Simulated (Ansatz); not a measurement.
## Nudged elastic band run: AlClFH₃O

The input (input.yaml):

```yaml
crystal:
  periodic: [false, false, false]
  atoms:
    - { symbol: Al, position_ang: [-0.027182, -0.273736, 0.154477] }
    - { symbol: H, position_ang: [-0.27096, -0.659206, 1.672596] }
    - { symbol: O, position_ang: [1.556729, -0.510932, -0.463172] }
    - { symbol: H, position_ang: [1.771514, -0.406294, -1.402968] }
    - { symbol: F, position_ang: [-1.322769, -0.103657, -0.909273] }
    - { symbol: Cl, position_ang: [0.048122, 2.35283, 0.797387] }
    - { symbol: H, position_ang: [0.323746, 2.029493, 2.029053] }
basis:
  gaussian: { orbitals: def2-SVP }
hamiltonian:
  xc: pbe
  dispersion: d4
neb:
  order_check: false
  images: 9
  f_tol: 0.05
  max_iterations: 60
  initial_path: linear
  final_atoms:
    - { symbol: Al, position_ang: [0.0915684, 0.6412432, -0.21221243] }
    - { symbol: H, position_ang: [-0.00249722, -0.24850015, 1.869577] }
    - { symbol: O, position_ang: [1.59642147, -0.06323614, -0.58553448] }
    - { symbol: H, position_ang: [1.67816808, -0.94563098, -0.97759013] }
    - { symbol: F, position_ang: [-1.35029834, -0.14927469, -0.52391554] }
    - { symbol: Cl, position_ang: [0.05110519, 2.67949543, 0.29547192] }
    - { symbol: H, position_ang: [0.01473243, 0.51440133, 2.01230366] }
```

Run as:

```bash
$ ansatz run input.yaml --threads 1 --pin off --max-ram 2048MiB --backend cpu --events-out ev --progress --plain --runs-dir out
```

Output, in part (warnings, iteration lines, the closing report on the highest movable image, with atoms numbered from 0):

```
NEB end point (image 0): max|allowed force component| = 2.095e-2 eV/Å (the criterion of neb.relax_end_points is 1.000e-2)
NEB end point (image 10): max|allowed force component| = 2.935e-2 eV/Å (the criterion of neb.relax_end_points is 1.000e-2)
NEB iter   1: max|band force component| = 1.504e1 eV/Å  barrier→ = 3.1401 eV  barrier← = 4.2704 eV  Δτ_max = 0.2000 Å  (290 SCF iters)
NEB iter   2: max|band force component| = 3.283e0 eV/Å  barrier→ = 0.7694 eV  barrier← = 1.8997 eV  Δτ_max = 0.2000 Å  (298 SCF iters)
NEB iter   3: max|band force component| = 3.830e0 eV/Å  barrier→ = 0.2259 eV  barrier← = 1.3562 eV  Δτ_max = 0.1047 Å  (287 SCF iters)
NEB iter   4: max|band force component| = 1.577e0 eV/Å  barrier→ = 0.1219 eV  barrier← = 1.2522 eV  Δτ_max = 0.0868 Å  (246 SCF iters)
NEB iter   5: max|band force component| = 6.731e-1 eV/Å  barrier→ = 0.0894 eV  barrier← = 1.2198 eV  Δτ_max = 0.0678 Å  (242 SCF iters)
NEB iter   6: max|band force component| = 3.407e-1 eV/Å  barrier→ = 0.0818 eV  barrier← = 1.2122 eV  CI = image 4  Δτ_max = 0.1238 Å  (245 SCF iters)
NEB iter   7: max|band force component| = 5.574e-1 eV/Å  barrier→ = 0.0944 eV  barrier← = 1.2247 eV  CI = image 4  Δτ_max = 0.0352 Å  (243 SCF iters)
NEB iter   8: max|band force component| = 2.180e-1 eV/Å  barrier→ = 0.0896 eV  barrier← = 1.2200 eV  CI = image 4  Δτ_max = 0.0230 Å  (248 SCF iters)
NEB iter   9: max|band force component| = 1.010e-1 eV/Å  barrier→ = 0.0885 eV  barrier← = 1.2188 eV  CI = image 4  Δτ_max = 0.0237 Å  (247 SCF iters)
NEB iter  10: max|band force component| = 8.380e-2 eV/Å  barrier→ = 0.0877 eV  barrier← = 1.2181 eV  CI = image 4  Δτ_max = 0.0259 Å  (229 SCF iters)
NEB iter  11: max|band force component| = 8.775e-2 eV/Å  barrier→ = 0.0872 eV  barrier← = 1.2175 eV  CI = image 4  Δτ_max = 0.0130 Å  (235 SCF iters)
NEB iter  12: max|band force component| = 6.631e-2 eV/Å  barrier→ = 0.0868 eV  barrier← = 1.2172 eV  CI = image 4  Δτ_max = 0.0130 Å  (245 SCF iters)
NEB iter  13: max|band force component| = 1.168e-1 eV/Å  barrier→ = 0.0866 eV  barrier← = 1.2169 eV  CI = image 4  Δτ_max = 0.0065 Å  (252 SCF iters)
NEB iter  14: max|band force component| = 3.577e-2 eV/Å  barrier→ = 0.0865 eV  barrier← = 1.2169 eV  CI = image 4  Δτ_max = 0.0000 Å  (466 SCF iters)
Total energy: -23912.28775064 eV, -878.7603665051 hartree
Atom 0 at     0.035170     0.012835     0.147353 Å, force    -0.013545     0.001616    -0.001796 eV/Å
Atom 1 at    -0.172319    -0.028359     1.775487 Å, force     0.001413    -0.000211     0.000101 eV/Å
Atom 2 at     1.559120    -0.558136    -0.366274 Å, force     0.020642    -0.004611     0.009640 eV/Å
Atom 3 at     1.796127    -0.689199    -1.296847 Å, force    -0.005732     0.000348    -0.007159 eV/Å
Atom 4 at    -1.353076    -0.072779    -0.791016 Å, force    -0.003037     0.001328    -0.001095 eV/Å
Atom 5 at     0.212146     2.422848     0.763123 Å, force    -0.000528     0.002265     0.000505 eV/Å
Atom 6 at     0.002031     1.341288     1.646274 Å, force     0.000786    -0.000735    -0.000196 eV/Å
Dipole moment:     0.176513     0.105869     0.027586 e Å
```

It converged. Another band between the same ends (9 images) ends at a top of the same energy, where a vibrational analysis finds 1 clearly imaginary mode. The orbitals stay closed-shell, which can raise the energy where a bond breaks towards radicals; this wasn't checked here.

Final band (atoms are numbered from 1 in the order of the input):

```tsv
image	path coordinate (Å)	energy (kcal/mol)	Al1–H2 (Å)	Cl6–H7 (Å)	H2–H7 (Å)
0	0.00	0.0	1.59	1.30	2.78
1	0.32	0.1	1.59	1.30	2.56
2	0.65	0.6	1.59	1.31	2.15
3	0.97	1.3	1.60	1.33	1.76
4	1.29	2.0	1.64	1.41	1.39
5	1.59	-1.7	1.73	1.63	1.07
6	1.89	-13.0	1.87	1.91	0.86
7	2.18	-21.2	2.04	2.21	0.80
8	2.48	-24.5	2.15	2.50	0.78
9	2.78	-25.6	2.22	2.66	0.78
10	3.08	-26.1	2.27	2.76	0.78
```

The run took 4.1 min on 1 thread of Intel(R) Xeon(R) Platinum 8175M CPU @ 2.50GHz (Skylake/Cascade Lake), with other jobs on the host, peak memory 0.16 GiB.
